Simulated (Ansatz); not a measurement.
Spectroscopic constants of MgO, closed-shell singlet (the spin of the measured ground state).

D_e counts from the fitted minimum to each atom's lowest state at the same level, without counterpoise. The singlet is restricted.

Correlated levels freeze the inner cores; with def2 sets outer-core shells near the valence are correlated too.

Programs: Ansatz (an electronic-structure program) with Gaussian orbitals. Values without a source in brackets are computed.

PBE/def2-TZVPP gives 278.3 kJ/mol for the bond energy D_e.

How do the other levels lie against it? Give each less PBE: r2SCAN/def2-TZVPP, PBE0/def2-TZVPP, wB97M-V/def2-TZVPP, B2PLYP/def2-TZVPP, CCSD(T)/def2-QZVPP.

r2SCAN/def2-TZVPP -34.4; PBE0/def2-TZVPP -82.3; wB97M-V/def2-TZVPP -83.7; B2PLYP/def2-TZVPP -30.2; CCSD(T)/def2-QZVPP -31.8 kJ/mol. 0 of 5 lie above PBE; the widest gap is to wB97M-V/def2-TZVPP.

Doubts at one or more of the structures used: a restricted determinant that unrestricted orbitals would lower (B2PLYP/def2-TZVPP, CCSD(T)/def2-QZVPP); other coupled-cluster roots lie near (CCSD(T)/def2-QZVPP).
